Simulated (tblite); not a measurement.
Compound: C6H8FN (charge -1 and doublet state).
SMILES with atom numbers: `[CH3:1][C@H:2]1[CH2:3][CH:4]=[C:5]([F:6])[C:7]1[NH-:8]` (hydrogens: H9, H10, H11 on C1; H12 on C2; H13, H14 on C3; H15 on C4; H16 on N8)

Geometry (GFN2-xTB, Å), atoms numbered from 1 in this order:
```xyz
16
C6H8FN angstrom
C     -1.1783   -1.3167   -0.5109
C     -0.3707   -0.0303   -0.6899
C     -0.8861    1.1114    0.2166
C      0.2164    1.3398    1.2030
C      1.3004    0.5619    0.8303
F      2.5062    0.6000    1.5192
C      1.0792   -0.2563   -0.2786
N      1.8388   -1.1137   -0.9471
H     -0.7174   -2.1113   -1.0930
H     -1.1758   -1.6110    0.5374
H     -2.2136   -1.1860   -0.8356
H     -0.4209    0.2524   -1.7493
H     -1.1051    2.0163   -0.3782
H     -1.8346    0.8294    0.7008
H      0.1822    2.0739    1.9881
H      2.7715   -1.1506   -0.5244
```

Computed values, GFN2-xTB/tblite, gas phase, harmonic and unscaled. Errors from tens to a few hundred cm⁻¹ against measured bands are possible. One conformer, not necessarily the lowest. Open shells enter through the occupations alone, without spin polarisation, and single modes of such species can be off by tens of per cent.

Harmonic wavenumbers (cm⁻¹): 43.1, 155.0, 217.3, 228.0, 260.9, 311.2, 336.3, 400.0, 455.8, 522.5, 584.6, 640.4, 651.1, 778.4, 889.1, 925.0, 943.0, 1038.5, 1055.0, 1083.1, 1124.7, 1150.0, 1185.0, 1235.0, 1243.5, 1291.3, 1311.5, 1358.7, 1384.9, 1473.1, 1500.0, 1510.5, 1518.4, 1626.6, 2742.2, 2827.1, 2876.0, 2948.8, 3012.8, 3031.5, 3092.6, 3241.3.

A = 3025, B = 1947, C = 1312 MHz; mass 113.064 u (most abundant isotopes); point group C1, symmetry number 1; spin multiplicity 2.

Q: Zero-point energy?

A: ½Σν̃ = 27102 cm⁻¹ = 324.21 kJ/mol.

Q: Entropy at 200 K, 1 bar (ideal gas, RRHO, classical rotation)?

A: Translation 159.52, rotation 112.68, vibration 52.96, spin (R ln 2) 5.76: S = 330.9 J/(mol K).

Q: And Cp and H(200 K) − H(0)?

A: Cp = 100.24 J/(mol K), of which vibrations give 66.98 (their classical limit is 42 R = 349.2); H(200 K) − H(0) = 12.74 kJ/mol without the zero-point energy, 6.09 from vibrations.

Q: How do the functions run with temperature in this model?

A: 
| T (K) | S (J/(mol K)) | Cp (J/(mol K)) | H − H(0) (kJ/mol) | G − H(0) (kJ/mol) | ln q(vib) |
| --- | --- | --- | --- | --- | --- |
| 100 | 275.7 | 62.7 | 4.55 | -23.01 | 1.02 |
| 300 | 378.4 | 136.3 | 24.57 | -88.95 | 4.61 |
| 500 | 463.9 | 201.3 | 58.62 | -173.35 | 8.60 |
| 800 | 573.6 | 264.3 | 129.33 | -329.51 | 14.56 |
| 1000 | 635.6 | 291.1 | 185.02 | -450.55 | 18.32 |

q(vib) and H(0) count from the zero-point level.

Q: Blend soft modes into free rotors: weight 1/[1 + (100 cm⁻¹/ν̃)⁴] for the oscillator and the rest for a rotor with moment μB/(μ + B), μ = h/(8π²ν), B = 10⁻⁴⁴ kg m². What vibrational entropy results?

A: 49.15 J/(mol K) in place of 52.96, which changes −T·S at 200 K by +0.76 kJ/mol.

Hindered rotation and anharmonicity are outside this model. Other conformers, if any are populated, would add a mixing term that is left out. The structure is chiral; the term R ln 2 for an equal mix with its mirror image is left out.

The run took 0.46 s on one thread of an Arm Neoverse V1, shared host with 32 logical CPUs at a one-minute load of 22. This covers the Hessian and the dipole derivatives.
